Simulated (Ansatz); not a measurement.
Molecule: sum formula GeBr$_{2}$F, net charge 0, doublet state. It need not be the lowest isomer of its formula. 
Coordinates optimised at B3LYP-D3(BJ)/def2-TZVP (Ansatz, an electronic-structure program):
SMILES: [F][Ge]([Br])[Br]
```xyz
4

F     -0.1342     2.1161    -0.2582
Ge    -0.0223     0.5561     0.5222
Br     1.9642    -0.4087    -0.2480
Br    -1.9093    -0.6439    -0.1630
```
Charge 0, spin multiplicity 2.

Wanted: atomisation energy (electronic, to ground-state atoms), in kcal/mol. Cores are frozen in the correlated levels unless marked. Open shells are spin-unrestricted. No spin-orbit coupling. Frozen are the shells of the preceding noble gas and the d and f shells that filled before the atom's block. Non-relativistic. The coupled-cluster limit lacks core correlation, which all-electron functionals hold. Basis-set limits of correlation are two-point, X^-3; Hartree-Fock from the larger set (for Q and 5 zeta extrapolated as (X+1)exp(-9√X)).

| level | program | atomisation energy (kcal/mol) |
|---|---|---|
| HF/cc-pV5Z | Ansatz | 165.5 |
| PBE0/def2-TZVPD | Ansatz | 249.6 |
| CAM-B3LYP-D3(BJ)/def2-TZVPD | Ansatz + dftd3 | 246.3 |
| B2PLYP-D3(BJ)/def2-TZVPD | Ansatz + dftd3 | 248.8 |

Problem. Estimate the value at CCSD(T)/CBS(cc-pVQZ,cc-pV5Z) as computed with Ansatz.

Solution. 253.5 kcal/mol, so B2PLYP-D3(BJ)/def2-TZVPD differs from it by -4.7 kcal/mol.
